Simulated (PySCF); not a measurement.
# `InChI=1S/C7H12BNSi/c1-8(2)7-4-3-6(10)5-9-7/h3-5H,1-2,10H3`

Cartesian coordinates in Å; atom numbers follow the order of the lines, from 1:
```xyz
22

C    -2.667   -1.147    0.502
B    -1.840    0.158    0.273
C    -2.548    1.561    0.186
C    -0.263    0.053    0.121
C     0.557    1.183   -0.031
C     1.932    1.034   -0.172
C     2.489   -0.250   -0.156
Si    4.335   -0.544   -0.357
C     1.589   -1.319    0.006
N     0.278   -1.183    0.135
H    -2.105   -2.066    0.286
H    -2.921   -1.161    1.581
H    -3.635   -1.140   -0.024
H    -3.585    1.553    0.552
H    -2.591    1.836   -0.886
H    -2.002    2.378    0.683
H     0.111    2.181   -0.039
H     2.567    1.918   -0.290
H     4.643   -1.969   -0.037
H     4.766   -0.254   -1.759
H     5.100    0.356    0.559
H     1.967   -2.349    0.031
```

Computed, not measured: quadratic response CAM-B3LYP/def2-SVPD first hyperpolarisability, Taylor convention, gas phase in PySCF. Geometry: PBE0-D3(BJ)/def2-SVP.

(1) Give the tensor of the second harmonic β(−2ω;ω,ω) at 1064 nm in the axes of these coordinates.

Answers

(1) In au, Taylor convention; rows are the first index (the induced dipole):
|  | xx | yy | zz | xy | xz | yz |
| --- | --- | --- | --- | --- | --- | --- |
| x | +416.4 | -42.7 | -11.4 | -25.7 | -51.7 | +5.6 |
| y | -20.7 | +7.9 | -18.5 | -39.3 | +4.6 | -2.0 |
| z | -51.8 | -1.6 | +13.1 | +5.2 | -10.9 | -19.9 |

Norm of βᵢ = ⅓ Σⱼ (βᵢⱼⱼ + βⱼᵢⱼ + βⱼⱼᵢ): 368.9 au, hyper-Rayleigh value 168.5 au.
